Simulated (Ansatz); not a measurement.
A nudged elastic band was laid between two geometries of CH3FSSiZn (8 atoms, charge 0, multiplicity 1).

Level of theory: Ansatz, RKS r2SCAN-D4/def2-SVP.

- movable images: 7
- climbing image: yes
- spring: 5.0 eV/Å²
- optimiser: quadratic models (default)
- start path: through a guess of the saddle point
- force threshold: 0.05 eV/Å
- iteration limit: 23
- end points: relaxed

First end point:

```xyz
8
Properties=species:S:1:pos:R:3
F 0.190 0.717 2.346
C 0.505 1.065 1.057
S 1.121 -0.396 0.076
Si -0.640 -0.941 -1.146
Zn -1.059 1.167 -0.213
H 1.346 1.778 1.090
H -0.159 -1.193 -2.539
H -1.304 -2.198 -0.673
```

Last end point:

```xyz
8
Properties=species:S:1:pos:R:3
F 0.832 0.405 2.147
C 0.395 0.845 0.940
S 1.006 -0.409 -0.449
Si -0.928 -0.279 -2.096
Zn -1.428 0.768 -0.006
H 0.990 1.744 0.667
H 0.554 -1.499 0.214
H -1.421 -1.575 -1.418
```

(1) Which bonds break or form, and what moves?

(2) Give the energies along the band, and the barrier.

(3) What is the geometry of the highest image?

(4) What are the harmonic wavenumbers there?

Answers

(1) Bonds broken: Si4–H7. Bonds formed: S3–H7.

(2) It converged. The highest image is number 4 of 0 to 8, 60.1 kcal/mol above the first end and 20.3 kcal/mol above the last; the last end lies 39.8 kcal/mol above the first. A vibrational analysis at the climbing image gives one clearly imaginary mode, 797i cm⁻¹: a first-order saddle point. The orbitals stay closed-shell, which can raise the energy where a bond breaks towards radicals; this wasn't checked here.

```
image  path coordinate (Å)  energy (kcal/mol)  Si4–H7 (Å)  S3–H7 (Å)
    0                 0.00                0.0        1.50       3.02
    1                 0.74                1.4        1.49       2.98
    2                 1.49                9.1        1.49       2.73
    3                 2.23               34.5        1.51       2.19
    4                 2.97               60.1        1.79       1.55
    5                 3.71               48.7        2.52       1.36
    6                 4.45               41.7        3.01       1.35
    7                 5.18               40.4        3.02       1.35
    8                 5.92               39.8        3.00       1.35
```

(3) 
```xyz
8
Properties=species:S:1:pos:R:3
F 0.228 -0.010 1.849
C 0.468 0.900 0.865
S 1.025 0.115 -0.780
Si -1.101 -0.853 -1.549
Zn -1.304 1.098 -0.166
H 1.316 1.535 1.188
H 0.611 -1.296 -1.254
H -1.244 -1.490 -0.155
```

(4) 797i, 66, 132, 194, 240, 312, 333, 427, 448, 578, 696, 904, 979, 1083, 1308, 1443, 1989, 3034 cm⁻¹.

The run took 10 min on 2 threads of Intel(R) Xeon(R) Platinum 8259CL CPU @ 2.50GHz (Skylake/Cascade Lake), with other jobs on the host, peak memory 0.23 GiB.
